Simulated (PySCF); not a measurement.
AlClH5NO2Si, SMILES [OH][Al]([OH])[NH][SiH2]Cl.

Geometry: PBE0-D3(BJ)/def2-SVP. The structure was generated by enumeration; whether it is a known compound was not checked. Other conformers were not sampled.

Two levels are set side by side: TDDFT-PBE/def2-SVPD (PySCF) and TDDFT-CAM-B3LYP/def2-SVPD (PySCF). Vertical, same geometry. The lowest singlet is HOMO→LUMO 100 % with PBE and HOMO→LUMO 88 % with the other functional; states are paired by order. Differences are taken from unrounded values.

```
quantity                               TDDFT-CAM-B3LYP  TDDFT-PBE  TDDFT-PBE minus TDDFT-CAM-B3LYP
-------------------------------------  ---------------  ---------  -------------------------------
lowest singlet excitation (eV)                    6.39       5.30                            -1.09
lowest triplet excitation (TDA) (eV)              6.08       5.11                            -0.97
first bright state (f over 0.05) (eV)             7.69       6.65                            -1.04
its oscillator strength                           0.10       0.16                             0.06
```

A lower first singlet is the usual sign of a functional without exact exchange. Differences between two approximate levels are no errors against the true value.

Rough cost on one machine, each run with all the roots and properties that it gave: TDDFT-CAM-B3LYP against TDDFT-PBE about 8 times.
